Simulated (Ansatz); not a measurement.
Geometry optimisation, RKS B3LYP-D4/6-31G* in Ansatz.

Input file:

```yaml
crystal:
  periodic: [false, false, false]
  atoms:
    - { symbol: C, position_ang: [0.6353, -1.5099, -0.8089] }
    - { symbol: C, position_ang: [0.7564, -0.1605, -0.0363] }
    - { symbol: C, position_ang: [0.7914, 1.0247, -1.0278] }
    - { symbol: Si, position_ang: [-0.4415, 0.0783, 1.3363] }
    - { symbol: "N", position_ang: [-2.0906, 0.2171, 0.7122] }
    - { symbol: F, position_ang: [-0.2257, 1.4668, 2.088] }
    - { symbol: H, position_ang: [-0.3358, -1.4824, -1.3642] }
    - { symbol: H, position_ang: [0.6461, -2.3186, -0.162] }
    - { symbol: H, position_ang: [1.3996, -1.5715, -1.5073] }
    - { symbol: H, position_ang: [1.7357, -0.2097, 0.4925] }
    - { symbol: H, position_ang: [-0.1212, 1.1351, -1.5535] }
    - { symbol: H, position_ang: [1.6526, 0.889, -1.7221] }
    - { symbol: H, position_ang: [0.9654, 1.9929, -0.5048] }
    - { symbol: H, position_ang: [-0.5345, -1.0358, 2.3259] }
    - { symbol: H, position_ang: [-2.7185, 0.3196, 1.5288] }
    - { symbol: H, position_ang: [-2.1374, 1.1423, 0.2476] }
basis:
  gaussian: { orbitals: "6-31G*" }
hamiltonian:
  xc: b3lyp
  dispersion: d4
relax:
  f_tol: 0.015
  max_steps: 40
```

Command:

```bash
$ ansatz run input.yaml --threads 2 --pin off --max-ram 3072MiB --backend cpu --events-out ev --progress --plain --runs-dir out
```

Task: Where does it end, and by what steps?

Result: It converged. After 8 steps the energy has fallen by 0.532 eV; F6 moved furthest, 0.38 Å.

```json
{"step": "0", "energy less start (eV)": "0.0000", "largest force component (eV/Å)": "2.738", "accepted": "yes"}
{"step": "1", "energy less start (eV)": "-0.3908", "largest force component (eV/Å)": "1.022", "accepted": "yes"}
{"step": "2", "energy less start (eV)": "-0.4849", "largest force component (eV/Å)": "0.486", "accepted": "yes"}
{"step": "3", "energy less start (eV)": "-0.4145", "largest force component (eV/Å)": "1.544", "accepted": "no"}
{"step": "4", "energy less start (eV)": "-0.5269", "largest force component (eV/Å)": "0.307", "accepted": "yes"}
{"step": "5", "energy less start (eV)": "-0.5282", "largest force component (eV/Å)": "0.159", "accepted": "yes"}
{"step": "6", "energy less start (eV)": "-0.5300", "largest force component (eV/Å)": "0.227", "accepted": "yes"}
{"step": "7", "energy less start (eV)": "-0.5316", "largest force component (eV/Å)": "0.022", "accepted": "yes"}
{"step": "8", "energy less start (eV)": "-0.5317", "largest force component (eV/Å)": "0.007", "accepted": "yes"}
```

```xyz
16
Properties=species:S:1:pos:R:3
C 0.585 -1.463 -0.747
C 0.805 -0.126 -0.017
C 0.781 1.061 -0.998
Si -0.441 0.098 1.373
N -2.010 0.336 0.710
F 0.076 1.344 2.284
H -0.402 -1.491 -1.224
H 0.645 -2.316 -0.062
H 1.339 -1.611 -1.531
H 1.798 -0.150 0.458
H -0.187 1.134 -1.511
H 1.546 0.941 -1.777
H 0.968 2.014 -0.492
H -0.535 -1.074 2.284
H -2.828 0.240 1.298
H -2.163 1.039 -0.003
```

Whether the end is a true minimum wasn't checked by a vibrational analysis.

The run took 43 s on 2 threads of Arm Neoverse V1 (shared host), peak memory 0.29 GiB.
